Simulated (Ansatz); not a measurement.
```yaml
crystal:
  periodic: [false, false, false]
  atoms:
    - {symbol: C, position_ang: [1.236504, -2.166556, 1.284441]}
    - {symbol: B, position_ang: [0.678902, 0.583261, -0.647453]}
    - {symbol: Br, position_ang: [3.688045, 2.064644, -3.242197]}
    - {symbol: C, position_ang: [-2.212675, 2.392330, -0.735390]}
    - {symbol: S, position_ang: [-5.111424, 0.682847, -1.884402]}
    - {symbol: H, position_ang: [2.221448, -1.414570, 3.359946]}
    - {symbol: H, position_ang: [2.786022, -3.714578, 0.304478]}
    - {symbol: H, position_ang: [-0.813721, -3.287508, 1.838605]}
    - {symbol: H, position_ang: [-2.278619, 4.758267, -0.315871]}
basis:
  gaussian: {orbitals: STO-3G}
hamiltonian: {xc: {name: SPW92}}
```

```sh
$ ansatz run in.yaml --threads 4 --pin off --events-out ev --progress --plain --max-ram 10444MiB
```

It prints (some lines left out):

```
Functional definition: SPW92
496 factors; integrals over basis functions are off by at most 2.9e-5 eV
mean field evaluation 1: about -82526.9439 eV, gradient 5.8e1 eV
mean field evaluation 2: about -81883.2214 eV, gradient 5.9e1 eV
mean field evaluation 4: about -82425.4418 eV, gradient 4.8e1 eV
mean field evaluation 8: about -82555.2227 eV, gradient 2.6e1 eV
mean field evaluation 16: about -82560.0988 eV, gradient 3.5e-1 eV
mean field evaluation 32: about -82560.1020 eV, gradient 1.7e-5 eV
mean field -82560.10950981 eV, -3034.0280632335 hartree, gradient 2.7e-6 eV, S^2 0.000000; 18 other end points of the search recorded, 0 dependent functions left out
reference -82560.10954342 eV, -3034.0280644686 hartree; 36, 36 occupied and 10, 10 virtual orbitals, 496 factors
Total energy: -82560.10954342 eV, -3034.0280644686 hartree
```

Q: Something in this input is off. What?

A: The geometry is stretched to more than twice its size. The run converged. The result belongs to that input, not to the molecule as meant.
